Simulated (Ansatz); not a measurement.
C6H9In, SMILES `C=[CH][In]([CH]=C)[CH]=C` at its PBE0-D4/def2-TZVP geometry, where that method's forces vanish. Total charge 0; spin multiplicity 1. In takes the def2 core potential.

```xyz
16

C    -0.0501    0.8515    2.9373
C    -0.0916   -0.2044    2.1262
In   -0.0024    0.0000   -0.0006
C    -0.0623   -1.7382   -1.2449
C    -0.1560   -2.9654   -0.7353
C     0.1474    1.9424   -0.8822
C     0.2103    2.1140   -2.2017
H     0.0298    1.8703    2.5647
H    -0.0943    0.7569    4.0216
H    -0.1721   -1.1856    2.5923
H    -0.0172   -1.6531   -2.3298
H    -0.2066   -3.1498    0.3356
H    -0.1871   -3.8567   -1.3608
H     0.1759    2.8382   -0.2633
H     0.2871    3.0996   -2.6593
H     0.1892    1.2802   -2.8999
```

Question: What forces (eV/Å) does r2SCAN-D4/def2-TZVPP give on these atoms in Ansatz 0.2.0? (Best estimate.)

Answer: The calculation gave: 
```
C1   0.004  0.143  0.103
C2  -0.007 -0.152 -0.046
In3  0.000  0.000  0.000
C4   0.011  0.116 -0.111
C5  -0.011 -0.160  0.075
C6  -0.003  0.037  0.154
C7   0.009  0.017 -0.174
H8   0.000 -0.006 -0.002
H9   0.001  0.006  0.004
H10 -0.001 -0.006  0.007
H11  0.000 -0.003 -0.008
H12  0.000  0.005 -0.006
H13 -0.001 -0.006  0.002
H14  0.000  0.009  0.002
H15  0.000  0.001 -0.008
H16 -0.001  0.001  0.006
```
